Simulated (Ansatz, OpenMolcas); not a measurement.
# Worked example: SnTe → Te + Sn

Species: SnTe, singlet; Te atom, triplet; Sn atom, triplet. 

Shapes, held fixed at every level: PBE0-D4/def2-TZVP. Programs: Ansatz 0.2.0, OpenMolcas 26.06. A level may come from different programs for different species; with the same settings they agree closely. The zero-point and thermal change to 298 K, harmonic and unscaled (PBE0-D4/def2-TZVP), is -53.8 kJ/mol.

At CCSD(T)/def2-TZVPP; 1 Eh = 2625.50 kJ/mol:

```
species  energy (Eh)
   SnTe  -481.158754
     Te  -267.406102
     Sn  -213.607483
```

Problem. Work out ΔH(298 K) of the reaction at this level.

Solution. 
1. Products less reactants: (-267.406102) + (-213.607483) − [(-481.158754)] = 0.145169 Eh = +381.1 kJ/mol.
2. With the thermal change: +381.1 + (-53.8) = +327.3 kJ/mol.

Other levels give +293.6 (CCSD/def2-TZVPP) to +445.1 kJ/mol (SPW92/def2-TZVPP). No measured value is set beside it here. Open shells run unrestricted unless RO is named. For atoms past krypton def2 sets carry core potentials with scalar relativity. Correlated rows may include outer-core shells of Sn, Te, which these sets cover unevenly. Spin-orbit coupling lowers the free atoms by 54.7 kJ/mol; the thermal change holds that.
